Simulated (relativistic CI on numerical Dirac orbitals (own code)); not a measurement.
**Sensitivity of the levels of Ho L to α and to the nuclear radius**

These numbers are calculated, not measured: Dirac-Coulomb-Breit CI, separate exchange-only KLI orbitals for each configuration, derivatives by finite differences, unscaled Slater integrals, QED left out (own radial code, finite nucleus).

Configurations in the expansion (outside the closed core [Ne]): 3s2.3p6, 3s2.3p5.3d, 3s.3p6.3d, 3p6.3d2, 3p5.3d3. Double excitations out of closed p, d and f shells are left out; levels of such configurations are missing from the list, as are those of other unlisted configurations, and high levels can miss mixing partners.

With x = (α/α₀)² − 1 an excitation energy changes as ω = ω₀ + qx; K = 2q/ω₀ is the relative enhancement. Terms are leading LS components, so labels can repeat. The field-shift factor is F = δν/δ⟨r²⟩ for the transition from the lowest level.

Lowest level 3s2.3p6 1S_0.

| Level | ω₀ (cm⁻¹) | q (cm⁻¹) | K | F (GHz/fm²) |
| --- | --- | --- | --- | --- |
| 3s2.3p5.3d 3P°_0 | 1682754 | 80430 | 0.0956 | 10.9 |
| 3s2.3p5.3d 3P°_1 | 1757940 | 100200 | 0.114 | 11.3 |
| 3s2.3p5.3d 3F°_3 | 1796378 | 76870 | 0.0856 | 11.1 |
| 3s2.3p5.3d 3D°_2 | 1825029 | 82960 | 0.0909 | 11.2 |
| 3s2.3p5.3d 3F°_4 | 2137400 | 473300 | 0.443 | 17.8 |
| 3s2.3p5.3d 1D°_2 | 2175176 | 480400 | 0.442 | 17.5 |
| 3s2.3p5.3d 3D°_3 | 2258555 | 477900 | 0.423 | 18.3 |
| 3s2.3p5.3d 1P°_1 | 2465873 | 520400 | 0.422 | 12.2 |
| 3s2.3p5.3d 3F°_2 | 3493416 | 2.087e+06 | 1.2 | -159 |
| 3s2.3p5.3d 1P°_1 | 3780963 | 2.063e+06 | 1.09 | -154 |
| 3s2.3p5.3d 3P°_2 | 3895952 | 2.489e+06 | 1.28 | -153 |
| 3s2.3p5.3d 3F°_3 | 3932015 | 2.493e+06 | 1.27 | -153 |
| 3s.3p6.3d 3D_1 | 5044241 | 2.344e+06 | 0.929 | -3690 |
| 3s.3p6.3d 3D_2 | 5088983 | 2.357e+06 | 0.926 | -3700 |
| 3s.3p6.3d 3D_3 | 5437120 | 2.742e+06 | 1.01 | -3680 |
| 3s.3p6.3d 1D_2 | 5539229 | 2.748e+06 | 0.992 | -3710 |
| 3p6.3d2 3F_2 | 10205813 | 4.696e+06 | 0.92 | -7380 |
| 3p6.3d2 3P_0 | 10376500 | 4.717e+06 | 0.909 | -7380 |
| 3p6.3d2 3F_3 | 10571277 | 5.091e+06 | 0.963 | -7380 |
| 3p6.3d2 3P_2 | 10653178 | 5.089e+06 | 0.955 | -7380 |
| 3p6.3d2 1G_4 | 10671303 | 5.099e+06 | 0.956 | -7380 |
| 3p6.3d2 3P_1 | 10686587 | 5.098e+06 | 0.954 | -7380 |
| 3p6.3d2 3F_4 | 11002164 | 5.476e+06 | 0.996 | -7370 |

At this charge energies of transitions that change n are usually good to better than 1 %, and those within a shell (Δn = 0) to a few per cent.
